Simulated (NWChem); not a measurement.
Species: PbHF, singlet; SMILES [F][PbH]

Results from NWChem. Low-valent species are run as closed-shell singlets; no triplet was tried in these runs. All runs use the structure optimised with PBE0-D3(BJ)/def2-TZVP. def2 effective core potentials on Pb; no spin-orbit coupling. Ions are spin-unrestricted doublets at the neutral geometry; other ion states weren't tried.

Problem. Estimate the computed values for PBE/def2-SVPD. Quantities: vertical ionisation energy, ΔSCF (eV); −ε(HOMO) (eV).

Solution. 
```yaml
vertical ionisation energy, ΔSCF (eV): 9.35
"−ε(HOMO) (eV)": 6.06
```
